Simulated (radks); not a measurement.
Question: Method: Dirac Kohn-Sham, PBE, spin-unpolarised, spherical densities, finite nucleus; open shells fill j = l - 1/2 first; Fermi nuclear charge, rms radius of each element as measured or else 0.836 A^(1/3) + 0.57 fm; computed with a radial shooting solver on a logarithmic mesh with Libxc functionals. Each species is in its NIST ground configuration. Rank Cr, Se, As, Br, Co, Cu, Fe, Ti, V, K, Sc, Zn, Ga, Mn, Ge, Ca, Kr, Ni by mean radius of the outermost orbital (bohr), largest first.

Answer: K 5.01, Ca 4.02, Sc 3.72, Ti 3.51, Cr 3.44, Ga 3.39, V 3.35, Mn 3.10, Fe 2.99, Cu 2.94, Co 2.89, Ge 2.87, Ni 2.81, Zn 2.65, As 2.58, Se 2.32, Br 2.12, Kr 1.96.
